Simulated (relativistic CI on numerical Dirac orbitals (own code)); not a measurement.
Sn IX: computed level list

These numbers are calculated, not measured: Dirac-Coulomb-Breit CI, separate exchange-only KLI orbitals for each configuration, model QED, unscaled Slater integrals (own radial code, finite nucleus).

Configuration list (outside the closed core [Ar] 3d10): 4s2 4p6 4d6, 4s2 4p5 4d7, 4s2 4p6 4d5 4f, 4s2 4p6 4d5 5s, 4s2 4p6 4d5 5p, 4s2 4p4 4d8, 4s2 4p6 4d4 5s2, 4s 4p6 4d7, 4s2 4p6 4d4 5s 5p, 4s2 4p6 4d5 5d, 4s2 4p6 4d4 5p2, 4s2 4p6 4d5 6s, 4s2 4p6 4d5 6p, 4p6 4d8, 4s2 4p6 4d5 6d, 4s 4p5 4d8. Levels of other configurations are missing.

The lowest level is 4s2 4p6 4d6 5D_4, with 94 % of that term; Hund's rules for 4s2 4p6 4d6 give 5D with J = 4, in agreement.

```tsv
No.	Configuration	Term	J	E (eV)	%	Next component (%)	Lifetime (s)
1	4s2 4p6 4d6	5D	4	0.0000	94	6 3F	
2	4s2 4p6 4d6	5D	3	0.6167	97	2 3F	2.42e-01
3	4s2 4p6 4d6	5D	2	0.8018	88	9 3P	5.26e+00
4	4s2 4p6 4d6	5D	1	1.0370	92	7 3P	1.73e+00
5	4s2 4p6 4d6	5D	0	1.1163	91	8 3P	2.57e+01
6	4s2 4p6 4d6	3P	2	3.2837	82	11 5D	1.32e-02
7	4s2 4p6 4d6	3F	4	3.4291	38	21 3H	2.52e-02
8	4s2 4p6 4d6	3H	5	3.9820	61	38 3G	5.97e-01
9	4s2 4p6 4d6	3H	6	3.9875	93	7 1I	
10	4s2 4p6 4d6	3F	3	4.2083	75	21 3G	2.38e-02
11	4s2 4p6 4d6	3F	2	4.3322	88	10 1D	4.53e-02
12	4s2 4p6 4d6	3H	4	4.6025	60	37 3F	2.42e-02
13	4s2 4p6 4d6	3P	0	4.6997	54	38 1S	1.13e-02
14	4s2 4p6 4d6	3P	1	4.8787	80	12 3D	8.89e-03
15	4s2 4p6 4d6	3G	5	5.2166	61	38 3H	6.25e-02
16	4s2 4p6 4d6	3G	4	5.3961	75	13 1G	8.96e-02
17	4s2 4p6 4d6	3G	3	5.5938	74	23 3F	3.83e-02
18	4s2 4p6 4d6	3D	2	5.6324	77	10 1D	3.51e-02
19	4s2 4p6 4d6	3D	1	5.9094	86	14 3P	2.14e-02
20	4s2 4p6 4d6	3D	3	5.9218	92	3 3F	1.74e-02
21	4s2 4p6 4d6	1I	6	6.4198	93	7 3H	4.40e-02
22	4s2 4p6 4d6	1G	4	6.7266	72	14 3H	1.30e-02
23	4s2 4p6 4d6	3P	0	7.0952	60	39 1S	9.82e-03
24	4s2 4p6 4d6	1D	2	7.1589	71	12 3D	1.38e-02
25	4s2 4p6 4d6	1F	3	7.7366	75	22 3F	4.44e-02
26	4s2 4p6 4d6	3P	0	8.5427	75	22 1S	5.96e-03
27	4s2 4p6 4d6	3P	1	8.7284	97	1 3D	9.59e-03
28	4s2 4p6 4d6	3F	4	9.3058	90	7 1G	1.11e-02
29	4s2 4p6 4d6	3F	2	9.3288	96	2 3D	1.14e-02
30	4s2 4p6 4d6	3P	2	9.8419	92	4 1D	1.02e-02
31	4s2 4p6 4d6	3F	3	9.8501	74	19 1F	9.92e-03
32	4s2 4p6 4d6	1G	4	10.7603	90	8 3F	9.54e-03
33	4s2 4p6 4d6	1D	2	13.7847	98	1 4s2 4p4 4d8 1D	6.18e-03
34	4s2 4p6 4d6	1S	0	17.3509	98	1 3P	2.85e-03
35	4s2 4p6 4d5 5s	7S	3	43.6009	97	3 5P	1.94e-04
36	4s2 4p6 4d5 5s	5S	2	46.2591	95	4 3P	9.86e-07
37	4s2 4p6 4d5 5s	5G	2	49.0422	86	9 3F	4.14e-06
38	4s2 4p6 4d5 5s	5G	3	49.1026	74	7 5D	4.09e-06
39	4s2 4p6 4d5 5s	5G	4	49.2562	92	3 3F	4.34e-06
40	4s2 4p6 4d5 5s	5G	6	49.2748	96	4 3H	4.17e-06
41	4s2 4p6 4d5 5s	5G	5	49.3189	96	2 5F	4.34e-06
42	4s2 4p6 4d5 5s	5P	3	49.5074	42	29 5D	3.80e-06
43	4s2 4p6 4d5 5s	5P	2	49.6607	50	42 5D	3.87e-06
44	4s2 4p6 4d5 5s	5P	1	49.9075	58	38 5D	3.94e-06
45	4s2 4p6 4d5 5s	5D	4	50.3773	85	4 5F	3.48e-06
```

Energies count from the lowest computed level; lifetimes are radiative, by E1, M1, E2 decay to levels of this space only; some are left blank where a channel outside the calculation adds to the decay or the decay crosses a small, uncertain gap.

The mean weight of the leading LS term, summed over parents, in these 45 levels is 80 %, and that of the leading jj configuration (from the same eigenvectors) 57 %, so LS coupling describes them better.

At this charge configurations can still be misplaced by up to about 7 % of their energy. Terms inside the open d or f shell come out 10 to 20 % too wide with unscaled integrals.

Landé's interval rule says that E(J) − E(J−1) = AJ with one A. For the ground term the intervals give A = -639.7, -948.5, -497.6, -1243.5 cm⁻¹ for J = 1, 2, 3, 4; the multiplet is inverted.

LS names give the leading component of a level, which can be under half, so a name can repeat, a term be missing and a line seem to break the LS rules.
